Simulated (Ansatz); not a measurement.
CH7BSi2 (`[SiH3]C1B[SiH2]1`). The species carries charge 0 and has multiplicity 1.

Z-matrix (Å, degrees):
```
Si
C 1 1.871
H 1 1.486 2 110.4
H 1 1.488 2 109.4 3 119.5
H 1 1.485 2 110.7 3 -121.2
B 2 1.510 1 118.3 3 153.6
Si 2 1.919 1 104.4 3 81.5
H 2 1.093 1 106.9 3 -64.3
H 6 1.187 2 137.5 1 108.3
H 7 1.481 2 111.5 1 -6.4
H 7 1.484 2 119.5 1 -139.5
```

**Question.** List the harmonic frequencies (cm⁻¹, unscaled) at PBE0-D4/def2-TZVP in Ansatz. (Estimate.)

**Answer.** Computed: 106, 152, 202, 414, 503, 548, 561, 609, 655, 691, 723, 778, 826, 896, 925, 944, 953, 959, 991, 1163, 2214, 2225, 2231, 2233, 2255, 2701, 3100.

**Question.** Is this a minimum?

**Answer.** Yes, all 27 modes are real.

**Question.** Give the ideal-gas thermochemistry at 298.15 K and 1 bar (rigid rotor, harmonic oscillator; point group C1, symmetry number 1).

**Answer.** Zero-point energy 182.8 kJ/mol; H(298) − E = 202.6 kJ/mol; entropy 328.9 J/(mol·K), of which translation 164.4, rotation 108.8, vibration 55.7; G(298) − E = 104.5 kJ/mol.
